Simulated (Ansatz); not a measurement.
Two structures of SiNH7SO, closed shell, reached by relaxing down either side of one saddle point (PBE0-D4/def2-TZVP). Energies are electronic, without zero-point energy. Ansatz 0.2.0; basis: def2-TZVPP and def2-QZVPP; cores frozen in the correlated methods. Extrapolation: Hartree–Fock as exp(−7.88 √X), correlation as X^−2.97. First:

Si1  (-1.132, 0.550, 0.400)
S2  (-0.282, -0.912, 1.758)
H3  (-2.163, -0.280, -0.267)
H4  (-1.739, 1.654, 1.181)
N5  (-0.049, 1.248, -0.708)
H6  (1.111, -1.462, -0.224)
O7  (1.426, -1.335, -1.130)
H8  (0.605, -0.069, 2.313)
H9  (0.561, 0.641, -1.242)
H10  (0.369, 2.141, -0.511)
H11  (1.294, -2.177, -1.571)
(Å)

Second:

```xyz
11
angstrom
Si -0.9018 0.0885 -0.8866
S 0.6171 -0.3589 2.6167
H -1.3731 0.2666 -2.2858
H -2.0234 0.1689 0.0786
N 0.3074 1.2664 -0.6622
H 0.2379 -1.1628 1.6051
O -0.3446 -1.4490 -0.6241
H 1.9186 -0.5865 2.3838
H 0.4774 1.9900 -1.3383
H 0.6642 1.4858 0.2544
H 0.4203 -1.7090 -1.1416
```

(1) Which bonds change from the first to the second?

(2) Give the saddle point's structure and its height above each. (Judge from chemistry; the value comes from the calculation.)

The T1 diagnostic stays at or below 0.012.

## Answers

(1) SiNH₅S ([NH2][SiH2][SH]) + H₂O → SiNH₅O ([NH2][SiH2][OH]) + H₂S; bonds formed: Si1–O7, S2–H6; bonds broken: Si1–S2, H6–O7.

(2) By the calculation: 139.2 kJ/mol above the first and 166.5 kJ/mol above the second (CCSD(T) at an estimated basis limit (MP2 extrapolated from triple and quadruple zeta, plus CCSD(T) − MP2 in triple zeta)).
```xyz
11
angstrom
Si -0.6230 0.1687 -0.1278
S -0.0136 -1.2878 1.9672
H -1.6838 -0.6205 -0.8200
H -1.3797 0.9752 0.8733
N 0.2060 1.4585 -0.8655
H 0.7089 -1.4259 0.5743
O 0.7130 -1.0089 -0.6182
H 0.8053 -0.3267 2.4249
H 0.9348 1.3505 -1.5488
H -0.0292 2.4147 -0.6660
H 0.3612 -1.6978 -1.1934
```

Labels in which every atom is bracketed show which atoms are joined, not bond orders.

For scale, one of the runs: CCSD(T)/def2-TZVPP, 244 basis functions, launched by `ansatz run in.yaml --threads 4 --pin off --events-out ev --progress --plain --max-ram 9574MiB`. Hardware: 4 CPU threads of an AMD EPYC 9R14, shared host. Wall time 74 s; peak host memory 4.7 GiB.
